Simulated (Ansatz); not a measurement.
The same molecule with X = O, S, Se. Ansatz, PBE0-D4/def2-TZVP geometries, multiplicity 1. Each molecule was computed in one conformer, which needn't be the lowest.

Scalar relativity is left out up to krypton.

```tsv
X	molecule	mean X–C bond length / Å	LUMO energy (PBE/def2-TZVPP) / eV	LUMO energy (ωB97M-V/def2-TZVPP) / eV	LUMO energy (PBE0/def2-TZVPP) / eV
S	`[SiH3]CC=S`	1.614	-3.03	-0.01	-2.12
Se	`[SiH3]CC=[Se]`	1.759	-3.20	-0.34	-2.37
```

Question: Give the row for X = O, `O=CC[SiH3]`. (Estimate.)

Answer: Ansatz gave: 
```
X      molecule  mean X–C bond length / Å  LUMO energy (PBE/def2-TZVPP) / eV  LUMO energy (ωB97M-V/def2-TZVPP) / eV  LUMO energy (PBE0/def2-TZVPP) / eV
O  `O=CC[SiH3]`                     1.202                              -2.10                                   1.46                               -0.87
```

From O to Se the mean X–C bond length rises at each step, by 0.557 Å in all; the LUMO energy (PBE/def2-TZVPP) falls at each step, by 1.10 eV in all; the LUMO energy (ωB97M-V/def2-TZVPP) falls at each step, by 1.80 eV in all; the LUMO energy (PBE0/def2-TZVPP) falls at each step, by 1.50 eV in all. Bonds lengthen as the atom grows down the group.
